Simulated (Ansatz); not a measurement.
[GeBr3]- (GeBr₃⁻). The state is a singlet with charge -1. Geometry PBE0-D4/def2-SVPD, basis def2-TZVPD, Ansatz.

```
run  HOMO (eV)  LUMO (eV)
  A      -4.67       4.07
  B      -2.49       2.57
  C      -1.91       2.30
  D      -1.88       1.93
  E      -2.25       2.47
  F      -2.63       2.80
```

B3LYP takes the VWN-RPA correlation. HSE06 is defined as in plane-wave codes, on full-range PBE exchange.

Question: The runs used B3LYP, B97M-V, HSE06, LDA (SPW92), PBE0, ωB97X-V. Estimate which is which.

Answer: A ωB97X-V (range-separated); B B3LYP (20 % exact exchange); C B97M-V (0 % exact exchange); D LDA (SPW92) (0 % exact exchange); E HSE06 (range-separated); F PBE0 (25 % exact exchange). Exact exchange lowers occupied and raises empty levels; among semilocal functionals meta-GGAs tend to open the gap a little, and such runs are hard to tell apart. The gap grows from 3.80 eV (LDA (SPW92)) to 8.74 eV (ωB97X-V).
